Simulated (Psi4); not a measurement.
Pair of molecules, SMILES [H][H] with SMILES CC(C)=O (the first has 2 atoms); geometry from B3LYP-D3(BJ)/def2-TZVP, rigid monomers moved along the line of their centres of mass till H2···O6 is 2.33 Å.
(charge 0, multiplicity 1):
```xyz
12

H     -0.3482    -0.2317    -0.3703
H     -0.2552    -0.4321     0.3424
C      0.4370    -0.3054     4.8886
C      0.2474    -0.0064     3.4183
C      0.3094     1.4494     3.0139
O      0.0560    -0.8862     2.6107
H      1.4284     0.0238     5.2106
H     -0.2904     0.2495     5.4862
H      0.3290    -1.3720     5.0703
H      0.2113     1.5455     1.9355
H     -0.4927     2.0057     3.5060
H      1.2512     1.8953     3.3429
```

Level of theory: Psi4 1.11 with SAPT0/jun-cc-pV(D+d)Z.

**Question.** Which attractive term is largest, and how does the interaction split up?

**Answer.** electrostatics -2.16, exchange 3.51, induction -0.77, dispersion -0.95, total -0.37 kcal/mol; the largest attraction is electrostatics.
